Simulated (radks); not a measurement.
Coulomb parameter of the 4d shell of the ruthenium ion Ru3+ in the model configuration [Kr] 4d3 5p2, as a second difference U = [E(n + 0.5) + E(n - 0.5) - 2 E(n)] / (0.5)^2 with all orbitals relaxed. "Bare": the charge of the atom changes with n. "Screened": the 5p shell takes up the change at fixed total charge, which measures U(4d,4d) + U(5p,5p) - 2 U(4d,5p). Calculated with a radial shooting solver on a logarithmic mesh with Libxc functionals: scalar-relativistic Kohn-Sham, BLYP, spin-unpolarised, spherical densities, point nucleus.

[
 {"case": "start", "configuration": "[Kr] 4d3 5p2", "E - E(n) (eV)": "0.000"},
 {"case": "bare +0.5", "configuration": "[Kr] 4d3.5 5p2", "E - E(n) (eV)": "-21.637"},
 {"case": "bare -0.5", "configuration": "[Kr] 4d2.5 5p2", "E - E(n) (eV)": "25.243"},
 {"case": "screened +0.5", "configuration": "[Kr] 4d3.5 5p1.5", "E - E(n) (eV)": "-10.008"},
 {"case": "screened -0.5", "configuration": "[Kr] 4d2.5 5p2.5", "E - E(n) (eV)": "10.777"}
]

U(bare) = 14.426 eV, U(screened by 5p) = 3.076 eV, against the Slater integral F0(4d,4d) = 18.202 eV with frozen orbitals.
